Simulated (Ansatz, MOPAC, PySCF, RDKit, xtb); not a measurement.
Torsion H4–O1–Te2–F3 in FHOTe (SMILES O[Te]F); at each angle all else is relaxed with GFN2-xTB, and the levels are single points there.
Geometry at 270° (charge 0, multiplicity 1):
```xyz
4

O     -1.03086     0.19580     0.37020
Te     0.60788     1.00799    -0.27077
F      1.75221    -0.13600     0.88161
H     -1.29057    -0.56409    -0.15631
```

| level | energy at 180° less that at 270° (meV) | cost |
|---|---|---|
| UFF | 91.8 | - |
| GFN-FF | 74.8 | - |
| AM1 | 75.6 | - |
| PM3 | 207.0 | - |
| PM6 | 433.3 | - |
| PM7 | 102.5 | - |
| GFN1-xTB | 181.3 | - |
| HF/STO-3G | 80.1 | - |
| HF/def2-SVP | 328.1 | - |
| HF/def2-TZVPP | 297.8 | - |
| HF/def2-QZVPP | 289.6 | - |
| SVWN5/def2-TZVPP | 380.9 | ×0.7 |
| PBE-D3(BJ)/def2-TZVPP | 364.0 | ×1 |
| PBE-D4/def2-TZVPP | 363.8 | ×1 |
| BLYP/def2-TZVPP | 358.7 | ×1 |
| BLYP-D3(BJ)/def2-TZVPP | 359.2 | ×1 |
| BLYP-D4/def2-TZVPP | 358.6 | ×1 |
| r2SCAN-D3(BJ)/def2-TZVPP | 344.1 | ×2 |
| B3LYP/3-21G | 449.7 | - |
| B3LYP/LANL2DZ | 441.8 | - |
| B3LYP/def2-TZVPP | 339.2 | ×1 |
| B3LYP-D3(BJ)/def2-TZVPP | 339.6 | ×1 |
| B3LYP-D4/def2-TZVPP | 339.3 | ×1 |
| PBE0/def2-TZVPP | 337.7 | ×1 |
| PBE0-D3(BJ)/def2-TZVPP | 338.0 | ×1 |
| PBE0-D4/def2-TZVPP | 337.8 | ×1 |
| M06-2X/def2-TZVPP | 311.5 | - |
| wB97X-V/def2-TZVPP | 340.7 | ×4 |
| wB97M-V/def2-TZVPP | 340.2 | ×4 |
| MP2/def2-SVP | 373.9 | - |
| MP2/def2-TZVPP | 335.1 | - |
| MP2/def2-QZVPP | 325.4 | - |
| MP2/CBS(def2-TZVPP, def2-QZVPP) | 324.3 | - |
| SCS-MP2/def2-SVP | 362.0 | - |
| SCS-MP2/def2-TZVPP | 324.9 | - |
| SCS-MP2/def2-QZVPP | 315.4 | - |
| CCSD/def2-SVP | 354.7 | - |
| CCSD/def2-TZVPP | 315.8 | - |
| CCSD(T)/def2-SVP | 364.2 | ×1 |
| CCSD(T)/CBS(def2-TZVPP, def2-QZVPP) | 316.5 | ×300* |

The rows run from 74.8 (GFN-FF) to 449.7 meV (B3LYP/3-21G). From def2-SVP to def2-QZVPP MP2 changes by -48.5. The dispersion term adds 0.5 in BLYP-D3(BJ), -0.1 in BLYP-D4, 0.4 in B3LYP-D3(BJ). The 7 functionals in def2-TZVPP without D3 or D4 span 69.5, from M06-2X to SVWN5.

On the grid 0° to 330°, 180° is the highest and 270° the lowest point at CCSD(T)/CBS(def2-TZVPP, def2-QZVPP).

Cores are frozen in the correlated methods. Filled d and f shells under p-block atoms count as core. CBS(a, b) extrapolates the correlation energy as X⁻³ and adds the Hartree–Fock energy of set b. Rows in 3-21G, LANL2DZ, STO-3G carry no dispersion term and start afresh at each structure; the Pople sets are all-electron and without relativity. LANL2DZ brings its own core potentials from Na on. The state reached by AM1, PM3, PM6, PM7 isn't checked; PM7 holds dispersion and hydrogen-bond terms.

Run with Ansatz (Gaussian orbitals); MOPAC for AM1, PM3, PM6, PM7 (differences of heats of formation); PySCF for 3-21G rows, LANL2DZ rows, M06-2X, STO-3G rows, the dispersion terms; RDKit for the force fields; xtb for the GFN methods.  In def2 rows elements past Kr take small-core potentials, without spin–orbit coupling.

Costs are rough ratios of core time to PBE/def2-TZVPP (about 1.8 s over the structures, on one shared machine); a dash marks a level with no comparable run of its own. A star marks coupled-cluster runs past 200 virtual orbitals, where the program's memory plan changes under this machine's limit, so their costs aren't comparable with smaller runs.

Ansatz is a first-principles code.
